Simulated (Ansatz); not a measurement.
Geometry optimisation, Ansatz 0.2.0, RKS BHLYP-D4/def2-SVP.

The input (input.yaml):

```yaml
crystal:
  periodic: [false, false, false]
  atoms:
    - { symbol: Ge, position_ang: [-0.186602, -0.204665, -0.442709] }
    - { symbol: F, position_ang: [-0.369414, 0.964275, 2.1896] }
    - { symbol: H, position_ang: [0.804458, -0.940638, 0.452726] }
    - { symbol: H, position_ang: [0.094372, 1.289671, -0.547284] }
    - { symbol: H, position_ang: [-0.19342, -0.831767, -1.846099] }
    - { symbol: O, position_ang: [-1.817472, -0.424342, 0.217259] }
    - { symbol: Al, position_ang: [-3.308881, -1.209107, 0.047231] }
    - { symbol: H, position_ang: [-3.525297, -2.216672, -1.138119] }
    - { symbol: H, position_ang: [-4.403198, -0.874398, 1.121118] }
    - { symbol: H, position_ang: [-1.233046, 0.709441, 2.008576] }
basis:
  gaussian: { orbitals: def2-SVP }
hamiltonian:
  xc: { name: BHLYP }
  dispersion: d4
relax:
  f_tol: 0.03
  max_steps: 50
output:
  orbitals: {}
```

Command:

```bash
$ ansatz run input.yaml --threads 2 --pin off --max-ram 3072MiB --backend cpu --events-out ev --progress --plain --runs-dir out
```

Q: Where does it end, and by what steps?

A: The forces met the threshold. The force dipped under the threshold on the way, but the program's further checks kept it going. After 10 steps the energy has fallen by 0.175 eV; F2 moved furthest, 0.48 Å.

```tsv
step	energy less start (eV)	largest force component (eV/Å)	accepted
0	0.0000	0.291	yes
1	-0.0236	1.970	yes
2	-0.1403	0.806	yes
3	-0.1379	0.795	no
4	-0.1677	0.058	yes
5	-0.1723	0.083	yes
6	-0.1736	0.108	yes
7	-0.1729	0.114	no
8	-0.1747	0.034	yes
9	-0.1752	0.004	yes
10	-0.1754	0.027	yes
```

```xyz
10
Properties=species:S:1:pos:R:3
Ge -0.118 -0.230 -0.481
F -0.831 0.965 2.321
H 0.931 -0.889 0.407
H 0.137 1.260 -0.679
H -0.238 -0.955 -1.826
O -1.697 -0.397 0.340
Al -3.232 -1.118 0.143
H -3.494 -1.954 -1.162
H -4.271 -0.886 1.292
H -1.326 0.465 1.708
```

Whether the end is a true minimum wasn't checked by a vibrational analysis.

Time of the run: 33 s on 2 threads of Arm Neoverse V2 (shared host), peak memory 0.25 GiB.
